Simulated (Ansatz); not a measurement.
Counterpoise correction, worked out

The pair of Br⁻ (SMILES [Br-], atom 1) and H$_{2}$O$_{2}$ (SMILES OO, atoms 2–5), both closed shells, in one local arrangement (a lower one may exist), relaxed at PBE0-D4/def2-TZVPD:

Br1  (0.049, 0.695, -1.990)
O2  (-0.709, -0.126, 1.010)
O3  (0.662, -0.541, 0.899)
H4  (-0.861, 0.246, 0.111)
H5  (0.859, -0.274, -0.029)
(Å)

Ansatz 0.2.0; basis: def2-TZVPPD; cores frozen in the correlated methods. Filled d shells of the heavier atoms are correlated. The def2 sets are not built for correlating such inner shells, so the correlated values are less sure here.

CCSD(T) total energies in eV:

| system | geometry | basis functions | energy |
| --- | --- | --- | --- |
| pair | pair | all | -74128.95453 |
| Br⁻ | as in the pair | all (partner as ghosts) | -70009.15309 |
| H$_{2}$O$_{2}$ | as in the pair | all (partner as ghosts) | -4118.61066 |
| Br⁻ | as in the pair | its own | -70009.07907 |
| H$_{2}$O$_{2}$ | as in the pair | its own | -4118.60311 |
| Br⁻ | free (PBE0-D4 minimum) | its own | -70009.07907 |
| H$_{2}$O$_{2}$ | free (PBE0-D4 minimum) | its own | -4118.97673 |

Work out the interaction energy with and without the counterpoise correction, the superposition error, and the binding energy from the relaxed fragments.

Without correction: -74128.95453 − (-70009.07907) − (-4118.60311) = -1.27235 eV.
With correction (each fragment in the whole basis): -74128.95453 − (-70009.15309) − (-4118.61066) = -1.19078 eV = -27.46 kcal/mol.
The superposition error is the difference, 0.08157 eV, 6 % of the uncorrected value: each fragment borrows its partner's functions.
Deformation from the free shapes: 0.00000 eV for Br⁻ and 0.37362 eV for H$_{2}$O$_{2}$.
Binding energy from relaxed fragments: -1.19078 + 0.00000 + 0.37362 = -0.81716 eV = -18.84 kcal/mol (electronic, without zero-point energy; negative means bound). The deformation is large: the pair is on the way to a chemical bond or a shared proton. For comparison, the corrected interaction energy by CCSD(T) at an estimated basis limit (MP2 extrapolated from triple and quadruple zeta, plus CCSD(T) − MP2 in triple zeta) is -1.263 eV; triple zeta with the correction binds less.

No T1 diagnostic of these runs exceeds 0.013.

For scale, one of the runs: CCSD(T)/def2-TZVPPD, 171 basis functions, launched by `ansatz run in.yaml --threads 2 --pin off --events-out ev --progress --plain --max-ram 5222MiB`. Time: 75 s of wall clock on 2 CPU threads of an Arm Neoverse V1; the host was shared. Peak host memory: 1.6 GiB.
